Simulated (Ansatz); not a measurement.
`C=CB[SiH3]`. The species carries charge 0 and has multiplicity 1.

```
atom   x (Å)   y (Å)   z (Å)
  C1  -1.767   1.432   0.245
  C2  -1.053   0.338  -0.054
  B3   0.463   0.306   0.188
 Si4   1.577  -1.323  -0.231
  H5  -2.843   1.493   0.095
  H6  -1.284   2.312   0.659
  H7  -1.590  -0.515  -0.465
  H8   0.961   1.301   0.639
  H9   1.051  -2.505   0.516
 H10   3.023  -1.188   0.092
 H11   1.463  -1.651  -1.684
```

(1) Give the diagnostics of a CCSD(T)/def2-TZVPP run (frozen core, Ansatz). (Best estimate.)

Answers

(1) The calculation gave: T1 = 0.0124, largest single amplitude 0.020, largest double 0.062, (T) share of the correlation energy 4.0 %, 9 CCSD cycles. The RHF solution is unstable towards an unrestricted one. T1 lies under the customary mark of 0.02 for closed shells.
